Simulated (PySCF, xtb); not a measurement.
C2H6OSe, SMILES CO[Se]C.

GFN2-xTB (xtb) at its own geometry gives an orbital gap of 3.58 eV and a dipole moment of 2.57 D.

Geometry optimised at B3LYP-D3(BJ)/def2-SVP. Other conformers were not sampled.

Question: What does r2SCAN/def2-TZVP run with PySCF give? (An estimate is asked for; the answer gives what the named calculation found.)

Answer: gap 3.71 eV (levels -5.36 and -1.65 eV), dipole 1.86 D.
